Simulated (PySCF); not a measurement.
# Bi (bismuth, neutral) across methods

[Xe] 4f14 5d10 6s1 6p3 6d1, high-spin 6D determinant (an excited configuration). All numbers are calculated (PySCF 2.14, scalar relativity through the core potential, in aug-cc-pVQZ-PP with one added diffuse shell each of s, p, d, f, g type with ECP60MDF (8s8p6d4f3g, 117 functions)).

| method | E (hartree) | mean ε 6s α (eV) | mean ε 6p α (eV) | mean ε 6d α (eV) | Σ⟨r²⟩ (bohr²) | ⟨S²⟩ |
| --- | --- | --- | --- | --- | --- | --- |
| UHF | -213.13049 | -26.833 | -13.166 | -1.855 | 119.6 | 8.758 |
| PBE | -214.0907 | -19.635 | -8.903 | -0.983 | 113.2 | 8.752 |
| LC-wPBE | -214.1126 | -25.155 | -12.733 | -2.078 | 112.5 | 8.754 |
| LDA | -213.7599 | -19.792 | -8.959 | -0.948 | 111.2 | 8.752 |
| r2SCAN | -214.1804 | -20.526 | -9.403 | -0.910 | 113.6 | 8.755 |
| PBE0 | -214.0815 | -21.630 | -10.083 | -1.252 | 113.5 | 8.753 |
| revPBE | -214.1522 | -19.622 | -8.903 | -1.003 | 114.1 | 8.753 |

**Question.** Estimate the same row for MN15.

**Answer.** E (hartree) = -213.6240; mean ε 6s α (eV) = -22.955; mean ε 6p α (eV) = -10.719; mean ε 6d α (eV) = -1.097; Σ⟨r²⟩ (bohr²) = 114.4; ⟨S²⟩ = 8.753.

Energies and moments cover only the electrons outside the core potential. Spin-orbit coupling is strong in this species (close to jj coupling), so the high-spin LS determinant is a model state, not a physical level. The outer electron is Rydberg-like, and this basis confines it to a smaller radius and binds it less than a complete one would.
